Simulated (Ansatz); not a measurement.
C9H10, SMILES `c1ccc(C2CC2)cc1`, relaxed with RKS PBE0-D4/def2-TZVP in Ansatz from a PBE-D4/def2-SVP geometry. The force threshold is 0.005 eV/Å; the program also tests the step.

Charge 0, multiplicity 1.

Start:

```xyz
19

C    -2.451   -0.667    1.272
C    -1.444   -0.246    2.153
C    -0.181    0.114    1.661
C     0.107    0.063    0.281
C     1.462    0.454   -0.205
C     1.649    1.173   -1.531
C     2.111   -0.248   -1.388
C    -0.917   -0.363   -0.593
C    -2.180   -0.723   -0.104
H    -3.444   -0.949    1.655
H    -1.642   -0.196    3.235
H     0.605    0.443    2.360
H     2.146    0.758    0.604
H     0.741    1.374   -2.123
H     2.404    1.974   -1.579
H     3.193   -0.450   -1.334
H     1.529   -1.044   -1.879
H    -0.729   -0.416   -1.678
H    -2.961   -1.052   -0.807
```

**Question.** By how much does the energy fall, and how many steps does the optimiser take? (Best estimate.)

**Answer.** Computed: 2.54 kcal/mol, in 4 steps.

**Question.** Which bonds change most? (Best estimate.)

**Answer.** The calculation gave: C6–H14 from 1.102 to 1.083 Å; C7–H17 from 1.102 to 1.083 Å; C6–H15 from 1.101 to 1.083 Å; C7–H16 from 1.101 to 1.083 Å.

**Question.** Give the relaxed structure. (Best estimate.)

**Answer.** Computed: 
```xyz
19

C    -2.423   -0.659    1.256
C    -1.429   -0.244    2.128
C    -0.180    0.112    1.643
C     0.104    0.062    0.281
C     1.449    0.451   -0.201
C     1.628    1.162   -1.515
C     2.087   -0.248   -1.370
C    -0.905   -0.357   -0.585
C    -2.153   -0.714   -0.104
H    -3.400   -0.939    1.632
H    -1.624   -0.197    3.194
H     0.593    0.436    2.332
H     2.125    0.752    0.591
H     0.733    1.352   -2.095
H     2.373    1.946   -1.566
H     3.151   -0.443   -1.321
H     1.509   -1.028   -1.851
H    -0.717   -0.407   -1.653
H    -2.922   -1.037   -0.796
```
